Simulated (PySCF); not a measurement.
**Orbital picture of NaBe**

r²SCAN at R = 2.974 Å; Na 3-21G, Be 3-21G; no relativity (PySCF 2.14). State: ²Σ⁺ (doublet), unpaired electrons σ ↑. Only the outer orbitals are listed, counted within each symmetry.

```
spin  orbital  occ.  ε (eV)  on Na (%)            main shells (%)
   α       3σ     1  -58.46        100                   100 Na s
   α       1π     1  -28.98        100                   100 Na p
   α       1π     1  -28.98        100                   100 Na p
   α       4σ     1  -28.96        100                   100 Na p
   α       5σ     1   -5.70         12            88 Be s, 9 Na s
   α       6σ     1   -3.11         60           58 Na s, 36 Be p
   α       2π     0   -1.69         31           69 Be p, 31 Na p
   α       2π     0   -1.69         31           69 Be p, 31 Na p
   α       7σ     0   -1.61         58  42 Be p, 38 Na p, 20 Na s
   β       3σ     1  -58.44        100                   100 Na s
   β       1π     1  -28.95        100                   100 Na p
   β       1π     1  -28.95        100                   100 Na p
   β       4σ     1  -28.93        100                   100 Na p
   β       5σ     1   -5.31          9                    86 Be s
   β       6σ     0   -1.71         75  60 Na s, 18 Be p, 15 Na p
   β       2π     0   -1.42         21           79 Be p, 21 Na p
   β       2π     0   -1.42         21           79 Be p, 21 Na p
```

Problem. Which are the highest filled and the lowest empty level, where do they sit, and how wide is the gap?

Solution. Highest filled α 6σ at -3.11 eV (in %: 58 Na s, 36 Be p); lowest empty β 6σ at -1.71 eV (in %: 60 Na s, 18 Be p, 15 Na p); the gap at r²SCAN is 1.40 eV.

The bond order (Mayer) is 0.67 and the ⟨S²⟩ is 0.787. The charge on Na (Mulliken, basis-dependent) is 0.17, the charge on Na (Löwdin, basis-dependent) is -0.08 and the dipole moment (positive dipole means Na(−)Be(+)) is -2.37 D.

3-21G is very small, so such numbers show the basis as much as the molecule. The state is the lowest determinant that a PBE0 search found; another state may lie lower at other levels.
